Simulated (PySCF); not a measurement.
# Correlation energy of Tm⁺ (thulium, charge +1)

[Xe] 4f12 5d1 6s1, one real determinant (an excited configuration). Calculation: PySCF 2.14, in cc-pVDZ-X2C (8s7p5d3f1g, 84 functions); scalar relativity by spin-free X2C-1e. Frozen: [Kr] 4d10; 22 electrons correlated.

| level | correlation energy (mhartree) |
| --- | --- |
| CCSD | -722.80 |
| (T) | -21.20 |
| CCSD(T) | -744.00 |

Diagnostics: T1 = 0.010, D1 = 0.0320, largest double amplitude 0.044.

The real determinant used has ⟨L²⟩ near 30 against 56 for a pure K term, so it mixes terms. Spin-orbit coupling, absent here, splits the open shell strongly.

Cost of the coupled-cluster step: about 50 core-seconds, for 22 correlated electrons.

Iterations:

```
CC2 = 0
CCSD nocc = (np.int64(13), np.int64(9)), nmo = (61, 61)
frozen orbitals [[0, 1, 2, 3, 4, 5, 6, 7, 8, 9, 10, 11, 12, 13, 14, 15, 16, 17, 18, 19, 20, 21, 22], [0, 1, 2, 3, 4, 5, 6, 7, 8, 9, 10, 11, 12, 13, 14, 15, 16, 17, 18, 19, 20, 21, 22]]
max_cycle = 100
direct = 0
conv_tol = 1e-08
conv_tol_normt = 1e-06
diis_space = 8
diis_start_cycle = 0
Init t2, MP2 energy = -0.824501304563881
Init E_corr(UCCSD) = -0.824501304571491
cycle = 1  E_corr(UCCSD) = -0.678464557637435  dE = 0.146036747  norm(t1,t2) = 0.114564
cycle = 2  E_corr(UCCSD) = -0.733197304019231  dE = -0.0547327464  norm(t1,t2) = 0.0506996
cycle = 3  E_corr(UCCSD) = -0.722205658487102  dE = 0.0109916455  norm(t1,t2) = 0.0325322
cycle = 4  E_corr(UCCSD) = -0.720851884308069  dE = 0.00135377418  norm(t1,t2) = 0.00716506
cycle = 5  E_corr(UCCSD) = -0.722098557353835  dE = -0.00124667305  norm(t1,t2) = 0.00534355
cycle = 6  E_corr(UCCSD) = -0.722580571292836  dE = -0.000482013939  norm(t1,t2) = 0.00429471
cycle = 7  E_corr(UCCSD) = -0.72240237987412  dE = 0.000178191419  norm(t1,t2) = 0.00274485
cycle = 8  E_corr(UCCSD) = -0.722675786564701  dE = -0.000273406691  norm(t1,t2) = 0.00151797
cycle = 9  E_corr(UCCSD) = -0.722781053945368  dE = -0.000105267381  norm(t1,t2) = 0.000994118
cycle = 10  E_corr(UCCSD) = -0.722725243471065  dE = 5.58104743e-05  norm(t1,t2) = 0.000767765
cycle = 11  E_corr(UCCSD) = -0.722759375965668  dE = -3.41324946e-05  norm(t1,t2) = 0.000579705
cycle = 12  E_corr(UCCSD) = -0.722803229366778  dE = -4.38534011e-05  norm(t1,t2) = 0.000337724
cycle = 13  E_corr(UCCSD) = -0.722773251329509  dE = 2.99780373e-05  norm(t1,t2) = 0.000208267
cycle = 14  E_corr(UCCSD) = -0.722808524319253  dE = -3.52729897e-05  norm(t1,t2) = 0.000105479
cycle = 15  E_corr(UCCSD) = -0.722800363092169  dE = 8.16122708e-06  norm(t1,t2) = 6.46588e-05
cycle = 16  E_corr(UCCSD) = -0.722796481534732  dE = 3.88155744e-06  norm(t1,t2) = 4.0935e-05
cycle = 17  E_corr(UCCSD) = -0.722801058983059  dE = -4.57744833e-06  norm(t1,t2) = 2.80263e-05
cycle = 18  E_corr(UCCSD) = -0.722799982753549  dE = 1.07622951e-06  norm(t1,t2) = 2.17975e-05
cycle = 19  E_corr(UCCSD) = -0.722799213520928  dE = 7.69232621e-07  norm(t1,t2) = 1.34748e-05
cycle = 20  E_corr(UCCSD) = -0.722800619748519  dE = -1.40622759e-06  norm(t1,t2) = 8.99514e-06
cycle = 21  E_corr(UCCSD) = -0.722800962882211  dE = -3.43133691e-07  norm(t1,t2) = 6.71782e-06
cycle = 22  E_corr(UCCSD) = -0.722800543839678  dE = 4.19042533e-07  norm(t1,t2) = 5.04084e-06
cycle = 23  E_corr(UCCSD) = -0.722801280918728  dE = -7.3707905e-07  norm(t1,t2) = 3.80009e-06
cycle = 24  E_corr(UCCSD) = -0.722801223743992  dE = 5.71747357e-08  norm(t1,t2) = 2.51814e-06
cycle = 25  E_corr(UCCSD) = -0.722801370119224  dE = -1.46375232e-07  norm(t1,t2) = 1.64194e-06
cycle = 26  E_corr(UCCSD) = -0.722801519143466  dE = -1.49024242e-07  norm(t1,t2) = 9.9509e-07
cycle = 27  E_corr(UCCSD) = -0.722801512570078  dE = 6.57338828e-09  norm(t1,t2) = 6.16623e-07
UCCSD converged
E(UCCSD) = -13562.71418666691  E_corr = -0.7228015125700782
UCCSD(T) correction = -0.0211966152382653
```

The reference is one real determinant that mixes LS terms of this configuration.
